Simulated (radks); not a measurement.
Results of a calculation; reference values are marked as such.
Question: Mean orbital radii <r> (bohr) of the iron ion Fe+, [Ar] 3d6 4s1, of relativity; Dirac values are averaged over j with weights 2j + 1. Spin-unpolarised spherical Kohn-Sham, PBE, point nucleus unless stated (finite: rms radius 3.7377 fm), a radial shooting solver on a logarithmic mesh with Libxc functionals. A level marked "c x" has the speed of light scaled by that factor and shares open shells by 2j + 1; other Dirac levels either fill j = l - 1/2 first or share by 2j + 1.

shell  non-rel.
1s      0.05915
2s       0.2700
2p       0.2367
3s       0.8199
3p       0.8617
3d        1.105
4s        2.740

Give the values at the level "Dirac, c x 2".

Answer: 
shell  Dirac, c x 2  change of magnitude (%)
1s          0.05897                    -0.29
2s           0.2692                    -0.31
2p           0.2364                    -0.13
3s           0.8177                    -0.27
3p           0.8608                    -0.10
3d            1.107                    +0.15
4s            2.733                    -0.27
